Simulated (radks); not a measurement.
Q: The mean radii <r> (bohr) of the occupied orbitals of an atom or ion are listed with their occupations. Method: Dirac Kohn-Sham, PBEsol, spin-unpolarised, spherical densities, point nucleus; computed with a radial shooting solver on a logarithmic mesh with Libxc functionals.

| orbital | occ. | <r> |
|---|---|---|
| 1s1/2 | 2 | 0.01866 |
| 2s1/2 | 2 | 0.07835 |
| 2p1/2 | 2 | 0.06488 |
| 2p3/2 | 4 | 0.07272 |
| 3s1/2 | 2 | 0.2044 |
| 3p1/2 | 2 | 0.1943 |
| 3p3/2 | 4 | 0.2089 |
| 3d3/2 | 4 | 0.1830 |
| 3d5/2 | 6 | 0.1875 |
| 4s1/2 | 2 | 0.4588 |
| 4p1/2 | 2 | 0.4645 |
| 4p3/2 | 4 | 0.4977 |
| 4d3/2 | 4 | 0.5166 |
| 4d5/2 | 6 | 0.5281 |
| 5s1/2 | 2 | 1.099 |
| 5p1/2 | 2 | 1.214 |
| 5p3/2 | 4 | 1.317 |
| 4f5/2 | 6 | 0.6331 |
| 4f7/2 | 8 | 0.6438 |
| 5d3/2 | 2 | 1.959 |
| 6s1/2 | 1 | 2.965 |
| 6p1/2 | 1 | 3.626 |

Name the element and its charge. Open shells, if any, fill j = l - 1/2 first.

A: Z = 73, tantalum, charge +1: Ta+ in [Xe] 4f14 5d2 6s1 6p1. The 1s radius gives Z: for a bare nucleus <r> = (2 gamma + 1)/(2Z) with gamma = sqrt(1 - (Z/c)^2), 0.01844 bohr for Z = 73, and screening makes it slightly larger (0.01866 here). The occupations add up to 72, and the charge is Z minus that.
